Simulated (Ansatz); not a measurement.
The same ligand exchange along the group Mg, Zn, Cd.

Isolated molecules relaxed with PBE0-D4/def2-TZVP in Ansatz; ΔE leaves out vibrations. CBS: MP2 limit from def2 TZ/QZ plus the TZ coupled-cluster correction, frozen cores. This one scheme is used for every species. Functionals use def2-TZVPP. Elements past krypton have def2 core potentials. For Cd, Mg, Zn outer-core shells are correlated without core-valence functions, which leaves a few kJ/mol of doubt a bond. Scalar relativity is left out up to krypton. Each species was taken in one conformer, which may not be the lowest.

| reaction | MP2/CBS(def2) (kJ/mol) | ωB97X-V (kJ/mol) | B97M-V (kJ/mol) | B2PLYP (kJ/mol) |
| --- | --- | --- | --- | --- |
| `[CH3][Mg][F]` + NH₃ → `[CH3][Mg][NH2]` + H–F | 126 | 133 | 137 | 133 |
| `[CH3][Zn][F]` + NH₃ → `[CH3][Zn][NH2]` + H–F | 65 | 77 | 85 | 75 |
| `[CH3][Cd][F]` + NH₃ → `[CH3][Cd][NH2]` + H–F | 55 | 73 | 81 | 69 |

(1) Give the CCSD(T)/CBS values in the same order. (An estimate is asked.)

Largest T1 diagnostic: 0.016, for `[CH3][Zn][F]`.

Results:

(1) Ansatz gave: 126, 70, 62 kJ/mol.
